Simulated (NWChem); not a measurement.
Species: silanone (SiH₂O); SMILES [SiH2]=O

```xyz
4

Si     0.0000     0.0000    -0.4472
O      0.0000     0.0000     1.1052
H      0.0000    -1.2480    -1.2907
H      0.0000     1.2480    -1.2907
```
Atoms are numbered in this order, from 1.

Program: NWChem. All runs use the structure optimised with PBE-D3(BJ)/def2-SVP.

**Question.** What does the run give for PBE/def2-SVP? Quantities: highest occupied level (eV); orbital gap (eV); dipole (D).

**Answer.** 
- highest occupied level (eV) = -6.50
- orbital gap (eV) = 3.58
- dipole (D) = 3.08
